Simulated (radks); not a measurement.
Valence configurations of Pt+ (all share [Xe]). Method: scalar-relativistic Kohn-Sham, BLYP, spin-unpolarised, spherical densities, point nucleus; computed with a radial shooting solver on a logarithmic mesh with Libxc functionals. Energies are relative to 4f14 5d9; eigenvalues in eV.

valence           E (eV)    e(4f)    e(5d)   e(6p)    e(6s)
4f14 5d9           0.000  -78.207  -14.228       -        -
4f13 5d9 6s1      71.774  -92.512  -17.594       -  -14.158
4f14 5d8 6p1       8.555  -83.042  -17.941  -8.208        -
4f13.5 5d9.5      33.244  -83.644  -14.751       -        -
4f14 5d7 6s1 6p1  12.011  -86.452  -20.219  -8.758  -16.125
4f14 5d8 6s1       1.804  -81.335  -16.366       -  -13.992
4f13 5d9 6p1      78.650  -94.258  -19.224  -8.275        -
4f13.5 5d8.5 6s1  35.545  -86.876  -16.980       -  -14.079
4f14 5d7 6s2       4.794  -84.739  -18.661       -  -15.041
4f12 5d9 6p2      172.42  -111.27  -24.626  -9.664        -

NIST lists [Xe] 4f14 5d9 as the ground configuration; this level of theory agrees among the configurations tried. The energies are those of spherical spin-averaged densities, not of single terms.
